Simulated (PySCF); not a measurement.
C₂F₃, SMILES F[C]=C(F)F (connectivity only; charge and spin as stated), charge +1, multiplicity 1. Atoms are numbered in the order given.

```xyz
5

F     -1.9482     0.1808     0.0000
C     -0.8824    -0.4296     0.0000
C      0.4603     0.0416     0.0000
F      1.1148     0.0389     1.0799
F      1.1148     0.0389    -1.0799
```
Charge +1, spin multiplicity 1.

Geometry optimised at B3LYP-D3(BJ)/def2-SVP. The multiplicity is an assumed one; other spin states were not compared. The isomer is the one that the SMILES or the coordinates give; other isomers of the formula were not compared.

These are TDA-LC-ωPBE/def2-SVPD run with PySCF values and carry that method's errors.

Vertical excitations. Isolated molecule, no solvent. State labels are in the subgroup Cs.

```tsv
state	symmetry	energy (eV)	λ (nm)	f	main pairs
S1	A"	2.05	606	0.003	HOMO→LUMO 99 %
S2	A'	5.91	210	0.272	HOMO→LUMO+1 89 %
S3	A"	8.72	142	0.003	HOMO−2→LUMO 41 %, HOMO−1→LUMO+1 37 %, HOMO−4→LUMO 12 %, HOMO−3→LUMO+1 7 %
S4	A"	8.83	140	0.004	HOMO−1→LUMO+1 60 %, HOMO−2→LUMO 24 %, HOMO−4→LUMO 11 %
S5	A'	8.93	139	0.004	HOMO−1→LUMO 58 %, HOMO−2→LUMO+1 40 %
S6	A'	9.20	135	0.031	HOMO−2→LUMO+1 36 %, HOMO−1→LUMO 31 %, HOMO−3→LUMO 25 %
S7	A'	9.42	132	0.021	HOMO−3→LUMO 68 %, HOMO−2→LUMO+1 14 %
S8	A"	9.48	131	0.001	HOMO−4→LUMO 61 %, HOMO−2→LUMO 16 %, HOMO−3→LUMO+1 12 %
S9	A'	9.81	126	0.068	HOMO→LUMO+2 65 %, HOMO→LUMO+3 11 %
S10	A"	10.75	115	0.130	HOMO−3→LUMO+1 72 %, HOMO−2→LUMO 13 %
T1	A"	0.64	1938	0	HOMO→LUMO 98 %
T2	A'	2.37	524	0	HOMO→LUMO+1 98 %
T3	A"	7.77	160	0	HOMO−2→LUMO 76 %, HOMO−4→LUMO 16 %
T4	A'	8.17	152	0	HOMO−5→LUMO 75 %, HOMO−1→LUMO 16 %
```
Triplets are in the Tamm–Dancoff approximation.
